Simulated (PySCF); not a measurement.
NMR data simulated for an unnamed compound:

¹H NMR (300 MHz, computed): δ 7.31 (m, 1H), 6.81 (m, 1H), 5.30 (d, 2H), 4.21 (d, 3H), 0.77 (br s, 1H).

¹³C{¹H} NMR (computed): δ 162.1 (CH), 151.6 (CH).

- shielding tensors at PBE0/pcSseg-1 (GIAO)
- GFN2-xTB structure
- code: PySCF
- rapidly exchanging positions averaged, isolated molecule, non-relativistic Hamiltonian, a single conformation

Referencing at the same level of theory: ¹H (σ = 31.72 ppm) and ¹³C (σ = 186.93 ppm) against TMS.

Which of these does the molecule contain: a heteroaromatic ring, an OH group, an ester, a tert-butyl group, a non-aromatic C=C double bond, a Si–H bond?

Answers


- A heteroaromatic ring: no.
- An OH group: yes (δH 0.77 (br s)).
- An ester: no.
- A tert-butyl group: no.
- A non-aromatic C=C double bond: yes.
- A Si–H bond: yes (δH 5.30 (d)).

The data belong to `O[SiH2]/C=C/[SiH3]`, C2H8OSi2; they needn't prove each group on their own.

Carbon signals by region: 1 in the far downfield region (above 160 ppm), 1 in the sp2 and nitrile region (100–160 ppm). Above 160 ppm: 162.1, alkene CH.

The OH or NH signal is concentration- and solvent-dependent in practice; the value given is the gas-phase one. Shifts are as computed. Against solution values, carbons near 30 ppm lie about +3 ppm off and those near 130 ppm about +5 ppm (rms about the fit 2.1 ppm; single classes can miss by 10 ppm). Of 1328 compounds with measured shifts, 309 miss one by over three times the rms of a fit or turn the order of signals round; such compounds aren't used in these exercises. Signals without a measured value on file couldn't be tested in this way; 1H shifts scatter by 0.2 ppm about their fit, and single ones miss by 0.5 ppm. Multiplicities follow the n + 1 count of equivalent neighbours, as no J values were calculated; m marks all less simple cases, F and P coupling included.
